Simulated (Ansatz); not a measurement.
Ansatz (an electronic-structure program) input (RI-MP2/cc-pVTZ):
A basis named .json is the Basis Set Exchange file of that set.

Ansatz 0.2 input:
```yaml
crystal:
  periodic: [false, false, false]
  atoms:
    - {symbol: Se, position_ang: [-0.25163197, 0.14091670, -0.01398978]}
    - {symbol: F, position_ang: [-1.02435642, -1.47659625, 0.26426402]}
    - {symbol: F, position_ang: [0.72848531, 1.57343437, -0.54137923]}
    - {symbol: F, position_ang: [1.24648076, -0.62919008, 0.32996550]}
basis:
  gaussian:
    orbitals: cc-pVTZ
    fitting: {mean_field: def2-universal-jkfit, correlation: cc-pVTZ-RIFIT.json}
magnetization: {spin_polarized: true, initial_magnetization: 1}
correlation: {method: mp2, electrons: outside_noble_gas}
```

End of the output:

```
integrals: 0.07 GiB planned
497 factors; integrals over basis functions are off by at most 8.9e-1 eV
409 factors; integrals over basis functions are off by at most 1.3e2 eV
mean field: 0.43 GiB planned
mean field evaluation 1: about -73418.5460 eV, gradient 3.4e1 eV
mean field evaluation 2: about -73420.7623 eV, gradient 2.6e1 eV
mean field evaluation 4: about -73422.5861 eV, gradient 1.0e0 eV
mean field evaluation 8: about -73422.6058 eV, gradient 2.6e-6 eV
mean field -73422.60578347 eV, -2698.2309949128 hartree, gradient 2.6e-6 eV, S^2 0.775398; 0 other end points of the search recorded, 0 dependent functions left out
17 core orbitals not correlated
reference -73422.60578347 eV, -2698.2309949128 hartree; 14, 13 occupied and 102, 103 virtual orbitals, 409 factors
second order -25.26016000 eV of doubles, -0.00000000 eV of singles
Total energy: -73447.86594347 eV, -2699.1592886708 hartree
```

It need not be the lowest isomer of its formula.
